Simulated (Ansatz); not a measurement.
Level of theory: frozen-core CCSD(T)/cc-pVTZ // B3LYP-D3(BJ)/def2-TZVP (Ansatz, a program for electronic structure). The restricted HF reference is unstable towards unrestricted orbitals.

Ansatz 0.2 input:
```yaml
crystal:
  periodic: [false, false, false]
  atoms:
    - { symbol: Si, position_ang: [2.374229, 0.079876, 0.034406] }
    - { symbol: C, position_ang: [0.506842, -0.025185, 0.006173] }
    - { symbol: C, position_ang: [-0.172138, -1.192894, -0.020325] }
    - { symbol: Si, position_ang: [-2.001943, -0.798867, -0.040048] }
    - { symbol: C, position_ang: [-1.676441, 1.038487, -0.008599] }
    - { symbol: C, position_ang: [-0.343922, 1.202353, 0.012356] }
    - { symbol: H, position_ang: [2.940316, -1.287326, 0.005903] }
    - { symbol: H, position_ang: [2.865818, 0.847966, -1.136152] }
    - { symbol: H, position_ang: [2.833729, 0.783924, 1.257137] }
    - { symbol: H, position_ang: [0.330394, -2.150937, -0.027859] }
    - { symbol: H, position_ang: [-2.736435, -1.304118, 1.145369] }
    - { symbol: H, position_ang: [-2.702277, -1.268777, -1.260184] }
    - { symbol: H, position_ang: [-2.360268, 1.87554, -0.005807] }
    - { symbol: H, position_ang: [0.131816, 2.17869, 0.033188] }
basis:
  gaussian: { orbitals: cc-pVTZ }
correlation:
  method: ccsd_t
```

Output:

```
Functional definition: HF
1714 factors; integrals over basis functions are off by at most 1.1e-3 eV
mean field evaluation 1: about -19969.2645 eV, gradient 3.6e1 eV
mean field evaluation 2: about -19969.6807 eV, gradient 3.6e1 eV
mean field evaluation 4: about -19973.9522 eV, gradient 4.9e0 eV
mean field evaluation 8: about -19974.0464 eV, gradient 3.5e-1 eV
mean field evaluation 16: about -19969.2634 eV, gradient 3.6e1 eV
mean field -19974.04696459 eV, -734.0326870535 hartree, gradient 2.5e-6 eV, S^2 0.000000; 0 other end points of the search recorded, 0 dependent functions left out; unrestricted orbitals would lower it
14 core orbitals not correlated
reference -19974.04696459 eV, -734.0326870535 hartree; 16, 16 occupied and 270, 270 virtual orbitals, 1714 factors
second order -23.85662017 eV of doubles, -0.00000000 eV of singles
cycle   1  -24.52957590 eV  change   -6.7e-1 eV  update   1.2e-1
cycle   2  -25.28346755 eV  change   -7.5e-1 eV  update   3.8e-2
cycle   3  -25.42273630 eV  change   -1.4e-1 eV  update   1.8e-2
cycle   4  -25.41363272 eV  change    9.1e-3 eV  update   5.0e-3
cycle   5  -25.41475798 eV  change   -1.1e-3 eV  update   2.3e-3
cycle   6  -25.41514018 eV  change   -3.8e-4 eV  update   5.8e-4
cycle   7  -25.41492823 eV  change    2.1e-4 eV  update   2.8e-4
cycle   8  -25.41495657 eV  change   -2.8e-5 eV  update   1.2e-4
cycle   9  -25.41496533 eV  change   -8.8e-6 eV  update   5.1e-5
cycle  10  -25.41493257 eV  change    3.3e-5 eV  update   1.7e-5
perturbative correction -1.24415726 eV, -0.0457219359 hartree
Total energy: -20000.70605442 eV, -735.0123905345 hartree
```

Cost: about 50 core-minutes (a rough figure).
